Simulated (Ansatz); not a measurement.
Species: Na2 (charge +1, doublet). 
Geometry from a B3LYP-D3(BJ)/def2-TZVP (Ansatz, a first-principles code) optimisation:
```xyz
2

Na     0.0000     0.0000    -2.0039
Na     0.0000     0.0000     2.0039
```
Charge +1, spin multiplicity 2.

Quantity: vertical electron affinity (to the singlet state of charge +0; a negative value means that the extra electron is unbound and the number depends on the basis; each state is the SCF solution reached for its spin; for the singlet the Hartree-Fock reference is unstable and T1 is 0.030), in eV. Cores are frozen in the correlated levels unless marked. Open shells are spin-unrestricted. No spin-orbit coupling. Non-relativistic. CBS(X,Y): correlation extrapolated as X^-3; Hartree-Fock from the larger set.

```tsv
level	program	vertical electron affinity (eV)
SVWN5/def2-TZVPD	Ansatz	4.92
PBE0/def2-TZVPD	Ansatz	…
CAM-B3LYP/def2-TZVPD	Ansatz	4.75
wB97M-V/def2-TZVPD	Ansatz	…
wB97X-V/def2-TZVPD	Ansatz	…
CCSD/def2-SVPD	Ansatz	4.45
CCSD(T)/CBS(def2-TZVPPD,def2-QZVPPD)	Ansatz	4.53
```

Problem. Complete the blanks.

Solution. 
- PBE0/def2-TZVPD, vertical electron affinity (eV): 4.69
- wB97M-V/def2-TZVPD, vertical electron affinity (eV): 4.74
- wB97X-V/def2-TZVPD, vertical electron affinity (eV): 4.51
